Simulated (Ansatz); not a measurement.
Computed with Ansatz on PBE0-D4/def2-TZVP structures; ΔE is electronic, products minus reactants. CCSD(T)/CBS is the MP2 limit (def2-TZVPP, def2-QZVPP) plus CCSD(T) − MP2 in def2-TZVPP, frozen cores. Functionals use def2-TZVPP. B3LYP here is the variant with VWN-RPA as its local correlation; programs differ in this. For Se outer-core shells are correlated without core-valence functions, which leaves a few kJ/mol of doubt a bond. Scalar relativity is left out up to krypton. One conformer a species, not always the lowest.

`C[Se]B(O)O` + `FC(F)(F)[SeH]` → `OB(O)[Se]C(F)(F)F` + `C[SeH]`  (ligand exchange at a B–Se bond)

Q: Is it downhill or uphill in electronic energy at CCSD(T)/CBS, and by how much? (Best estimate.)

A: Ansatz gave: Nearly level: ΔE = -1.5 kJ/mol.

Q: What do these levels give: PBE-D4, B3LYP-D4, ωB97X-V, ωB97M-V, B2PLYP, B3LYP, HF/def2-TZVPP, SCS-MP2/def2-TZVPP, CCSD/def2-TZVPP, CCSD(T)/def2-TZVPP, HF/def2-QZVPP, HF/CBS(def2)? (Best estimate.)

A: Computed: PBE-D4 -3.5, B3LYP-D4 -4.5, ωB97X-V -4.0, ωB97M-V -4.7, B2PLYP -2.8, B3LYP -2.9, HF/def2-TZVPP -1.1, SCS-MP2/def2-TZVPP -1.5, CCSD/def2-TZVPP -2.3, CCSD(T)/def2-TZVPP -2.8, HF/def2-QZVPP -1.0, HF/CBS(def2) -1.0 kJ/mol.

Largest T1 diagnostic among the species: 0.012.
